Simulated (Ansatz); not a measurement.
Mulliken charges of BH$_{3}$SSeSi (`[SeH][SiH]1BS1`) from r2SCAN/def2-TZVPP in Ansatz (PBE0-D4/def2-TZVP geometry).

```json
{"atom": "Se1", "x (Å)": "-1.419", "y (Å)": "1.327", "z (Å)": "-1.083", "charge (e)": "-0.151"}
{"atom": "Si2", "x (Å)": "0.308", "y (Å)": "0.256", "z (Å)": "-0.088", "charge (e)": "0.208"}
{"atom": "B3", "x (Å)": "0.084", "y (Å)": "-0.889", "z (Å)": "1.445", "charge (e)": "0.016"}
{"atom": "S4", "x (Å)": "0.266", "y (Å)": "-1.914", "z (Å)": "0.017", "charge (e)": "-0.129"}
{"atom": "H5", "x (Å)": "-0.688", "y (Å)": "1.501", "z (Å)": "-2.346", "charge (e)": "0.067"}
{"atom": "H6", "x (Å)": "1.601", "y (Å)": "0.775", "z (Å)": "-0.583", "charge (e)": "-0.056"}
{"atom": "H7", "x (Å)": "-0.091", "y (Å)": "-1.123", "z (Å)": "2.592", "charge (e)": "0.045"}
```

Q: By hand: the dipole of these point charges (1 e Å = 4.8032 D).

A: Σ q r = (0.106, 0.092, 0.158) e Å, of length 0.211 e Å = 1.01 D.

Q: How does the dipole of the full density compare? (An estimate is asked.)

A: The calculation gave: (0.120, 0.124, -0.109) e Å, 0.98 D; the point charges give 1.03 times that, at 81° from its direction.

Point charges leave out the atoms' own dipoles, such as those of lone pairs, and Mulliken's split depends on the basis, so the two needn't agree.
